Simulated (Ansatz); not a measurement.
A structure relaxed at PBE0-D4/def2-TZVP, charge 0, multiplicity 1:

```
atom    x (Å)    y (Å)    z (Å)
 Si1  -1.6624  -0.7404   0.0814
  O2  -0.4166   0.3055   0.2480
 In3   1.4889   0.3054  -0.2360
  S4   2.7598   2.2061   0.3104
 Br5   2.3346  -1.6922  -1.3630
  H6  -2.8156  -0.2259   0.8657
  H7  -2.0707  -0.8704  -1.3455
  H8  -1.3060  -2.0976   0.5829
  H9   1.6881   2.8095   0.8562
```

Problem. Give its formula and SMILES.

Solution. BrH4InOSSi, `[SiH3][O][In]([SH])[Br]`.

Problem. Summarise the bond lengths by kind.

Solution. 1 × O–Si 1.635 Å; 3 × H–Si 1.486 to 1.490 Å; 1 × In–O 1.966 Å; 1 × In–S 2.351 Å; 1 × Br–In 2.445 Å; 1 × H–S 1.346 Å.

Program: Ansatz 0.2.0.
